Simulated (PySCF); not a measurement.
F$_{3}$Y (SMILES [F][Y]([F])[F]), singlet, geometry from GFN2-xTB (such geometries of metal compounds can be far from the true shape) (core potentials on Y); HF/def2-SVP run with PySCF.

PySCF was given this input:
```python
from pyscf import gto, scf

mol = gto.Mole()
mol.atom = '''
    Y     0.064406   -0.132675   -0.312240
    F    -1.527885   -0.684202    0.527201
    F    -0.086800    1.740846   -0.205977
    F     1.335592   -0.481720    1.031816
'''
mol.basis = 'def2-svp'
mol.ecp = {'Y': 'def2-svp'}
mol.charge = 0
mol.spin = 0
mol.verbose = 4
mol.build()

mf = scf.RHF(mol)
mf.init_guess = 'mod_huckel'
mf.kernel()
```

Write the output that PySCF gives for this input, abridged.


```
PySCF version 2.14.0

[INPUT] verbose = 4
[INPUT] num. atoms = 4
[INPUT] num. electrons = 38
[INPUT] charge = 0
[INPUT] spin (= nelec alpha-beta = 2S) = 0
[INPUT] symmetry False subgroup None
[INPUT] Mole.unit = angstrom
[INPUT] Symbol           X                Y                Z      unit          X                Y                Z       unit  Magmom
[INPUT]  1 Y      0.064406000000  -0.132675000000  -0.312240000000 AA    0.121709700779  -0.250719413577  -0.590048085134 Bohr   0.0
[INPUT]  2 F     -1.527885000000  -0.684202000000   0.527201000000 AA   -2.887284199831  -1.292954393880   0.996265502597 Bohr   0.0
[INPUT]  3 F     -0.086800000000   1.740846000000  -0.205977000000 AA   -0.164028227612   3.289722165045  -0.389240117960 Bohr   0.0
[INPUT]  4 F      1.335592000000  -0.481720000000   1.031816000000 AA    2.523903094160  -0.910318868725   1.949849650944 Bohr   0.0

nuclear repulsion = 127.601338175636
number of shells = 29
number of NR pGTOs = 129
number of NR cGTOs = 73
basis = def2-svp
ecp = {'Y': 'def2-svp'}

******** <class 'pyscf.scf.hf.RHF'> ********
method = RHF
initial guess = mod_huckel
damping factor = 0
level_shift factor = 0
DIIS = <class 'pyscf.scf.diis.CDIIS'>
diis_start_cycle = 1
diis_space = 8
diis_damp = 0
SCF conv_tol = 1e-09
SCF conv_tol_grad = None
SCF max_cycles = 50
direct_scf = True
direct_scf_tol = 1e-13
Set gradient conv threshold to 3.16228e-05
Initial guess from on-the-fly Huckel, doi:10.1021/acs.jctc.8b01089,
employing the updated GWH rule from doi:10.1021/ja00480a005.
Spherically averaged atomic HF for {'F', 'Y'}

******** <class 'pyscf.scf.atom_hf.AtomSphAverageRHF'> ********
method = AtomSphAverageRHF
initial guess = minao
damping factor = 0
level_shift factor = 0
DIIS = <class 'pyscf.scf.diis.CDIIS'>
diis_start_cycle = 1
diis_space = 8
diis_damp = 0
SCF conv_tol = 1e-09
SCF conv_tol_grad = None
SCF max_cycles = 50
direct_scf = True
direct_scf_tol = 1e-13
atom = Y
Set gradient conv threshold to 3.16228e-05
Initial guess from minao.
init E= -32.3303084722211
cycle= 1 E= -37.6631959791177  delta_E= -5.33  |g|=    0  |ddm|=  3.4
cycle= 2 E= -37.6888148211669  delta_E= -0.0256  |g|=    0  |ddm|= 0.942
cycle= 3 E= -37.689058751818  delta_E= -0.000244  |g|=    0  |ddm|= 0.0935
cycle= 4 E= -37.689061793444  delta_E= -3.04e-06  |g|=    0  |ddm|= 0.0142
cycle= 5 E= -37.6890618954165  delta_E= -1.02e-07  |g|=    0  |ddm|= 0.00427
cycle= 6 E= -37.6890619005186  delta_E= -5.1e-09  |g|=    0  |ddm|= 0.00119
cycle= 7 E= -37.6890619005195  delta_E= -9.24e-13  |g|=    0  |ddm|= 1.44e-05
Extra cycle  E= -37.6890619005195  delta_E= 1.42e-14  |g|=    0  |ddm|= 7.3e-07
Atomic HF for atom  Y  converged. SCF energy = -37.6890619005195

******** <class 'pyscf.scf.atom_hf.AtomSphAverageRHF'> ********
method = AtomSphAverageRHF
initial guess = minao
damping factor = 0
level_shift factor = 0
DIIS = <class 'pyscf.scf.diis.CDIIS'>
diis_start_cycle = 1
diis_space = 8
diis_damp = 0
SCF conv_tol = 1e-09
SCF conv_tol_grad = None
SCF max_cycles = 50
direct_scf = True
direct_scf_tol = 1e-13
atom = F
Set gradient conv threshold to 3.16228e-05
Initial guess from minao.
init E= -98.9113963755293
cycle= 1 E= -98.9346675575403  delta_E= -0.0233  |g|=    0  |ddm|= 0.0412
cycle= 2 E= -98.9346901743181  delta_E= -2.26e-05  |g|=    0  |ddm|= 0.0116
cycle= 3 E= -98.9346927658266  delta_E= -2.59e-06  |g|=    0  |ddm|= 0.00242
cycle= 4 E= -98.934692951315  delta_E= -1.85e-07  |g|=    0  |ddm|= 0.000958
cycle= 5 E= -98.9346929513237  delta_E= -8.75e-12  |g|=    0  |ddm|= 5.23e-06
Extra cycle  E= -98.9346929513238  delta_E= -8.53e-14  |g|=    0  |ddm|= 3.55e-09
Atomic HF for atom  F  converged. SCF energy = -98.9346929513238

  HOMO = -0.466011359979449  LUMO = -0.0603099397427407  gap/eV = 11.03970
init E= -335.651526463003
  HOMO = -0.40951799576834  LUMO = -0.0743730600342332  gap/eV = 9.11976
cycle= 1 E= -336.037236372822  delta_E= -0.386  |g|= 0.957  |ddm|= 1.75
  HOMO = -0.680357383238114  LUMO = -0.0109651091858005  gap/eV = 18.21509
cycle= 2 E= -336.118441414211  delta_E= -0.0812  |g|= 0.634  |ddm|= 0.974
  HOMO = -0.564942280855383  LUMO = -0.023437952599707  gap/eV = 14.73508
cycle= 3 E= -336.18246846129  delta_E= -0.064  |g|= 0.0233  |ddm|= 0.357
  HOMO = -0.567393967996233  LUMO = -0.0233642161856125  gap/eV = 14.80380
cycle= 4 E= -336.182866773178  delta_E= -0.000398  |g|= 0.00578  |ddm|= 0.0568
  HOMO = -0.567338030564834  LUMO = -0.0228060451384664  gap/eV = 14.81747
cycle= 5 E= -336.1828900615  delta_E= -2.33e-05  |g|= 0.00109  |ddm|= 0.0147
  HOMO = -0.567390376657773  LUMO = -0.0229331021521162  gap/eV = 14.81544
cycle= 6 E= -336.182890929635  delta_E= -8.68e-07  |g|= 0.000195  |ddm|= 0.00275
  HOMO = -0.567392571337632  LUMO = -0.0229351075939555  gap/eV = 14.81544
cycle= 7 E= -336.182890947727  delta_E= -1.81e-08  |g|= 4.84e-05  |ddm|= 0.000315
  HOMO = -0.567398135533464  LUMO = -0.0229334561951191  gap/eV = 14.81564
cycle= 8 E= -336.182890949133  delta_E= -1.41e-09  |g|= 8.3e-06  |ddm|= 0.000103
  HOMO = -0.567397736059044  LUMO = -0.0229338689161516  gap/eV = 14.81562
cycle= 9 E= -336.182890949173  delta_E= -4.05e-11  |g|= 1.65e-06  |ddm|= 1.71e-05
  HOMO = -0.567397786258854  LUMO = -0.0229337298875976  gap/eV = 14.81562
Extra cycle  E= -336.182890949174  delta_E= -1.14e-12  |g|= 5.99e-07  |ddm|= 2.28e-06
converged SCF energy = -336.182890949174
```
